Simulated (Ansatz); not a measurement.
Results of the Gaussian-basis code of Ansatz.

CH6BrNOSi (`OCN[SiH2]Br`) at its PBE0-D4/def2-TZVP geometry, where that method's forces vanish. The species carries charge 0 and has multiplicity 1.

```json
{"atom": "O1", "x (Å)": "1.719", "y (Å)": "1.155", "z (Å)": "0.465"}
{"atom": "C2", "x (Å)": "0.361", "y (Å)": "0.925", "z (Å)": "0.743"}
{"atom": "N3", "x (Å)": "-0.069", "y (Å)": "-0.417", "z (Å)": "0.446"}
{"atom": "Si4", "x (Å)": "-0.667", "y (Å)": "-0.930", "z (Å)": "-1.067"}
{"atom": "Br5", "x (Å)": "-2.774", "y (Å)": "-0.277", "z (Å)": "-1.453"}
{"atom": "H6", "x (Å)": "2.236", "y (Å)": "0.492", "z (Å)": "0.931"}
{"atom": "H7", "x (Å)": "0.131", "y (Å)": "1.142", "z (Å)": "1.793"}
{"atom": "H8", "x (Å)": "-0.178", "y (Å)": "1.649", "z (Å)": "0.127"}
{"atom": "H9", "x (Å)": "-0.218", "y (Å)": "-1.002", "z (Å)": "1.251"}
{"atom": "H10", "x (Å)": "0.132", "y (Å)": "-0.329", "z (Å)": "-2.154"}
{"atom": "H11", "x (Å)": "-0.674", "y (Å)": "-2.409", "z (Å)": "-1.082"}
```

**Question.** For each bond, give half the difference of the two atoms' forces along it (eV/Å; positive pushes the atoms apart) under PBE-D4, r2SCAN-D4, B3LYP-D4, ωB97M-V in def2-TZVPP. (Estimate.)

**Answer.** The calculation gave: 
| bond | length (Å) | PBE-D4 | r2SCAN-D4 | B3LYP-D4 | ωB97M-V |
| --- | --- | --- | --- | --- | --- |
| O1–C2 | 1.405 | 0.34 | 0.29 | 0.32 | 0.24 |
| O1–H6 | 0.961 | 0.40 | 0.01 | -0.04 | -0.10 |
| C2–N3 | 1.440 | 0.02 | 0.16 | 0.16 | 0.18 |
| C2–H7 | 1.097 | 0.05 | -0.10 | -0.16 | -0.17 |
| C2–H8 | 1.093 | 0.09 | -0.07 | -0.15 | -0.15 |
| N3–Si4 | 1.706 | 0.10 | -0.03 | 0.03 | 0.05 |
| N3–H9 | 1.007 | 0.17 | -0.02 | -0.06 | -0.07 |
| Si4–Br5 | 2.239 | 0.11 | 0.06 | 0.22 | 0.03 |
| Si4–H10 | 1.477 | 0.05 | -0.03 | -0.13 | -0.16 |
| Si4–H11 | 1.479 | 0.03 | -0.04 | -0.14 | -0.15 |

B3LYP here is the variant with VWN-RPA as its local correlation; programs differ in this.
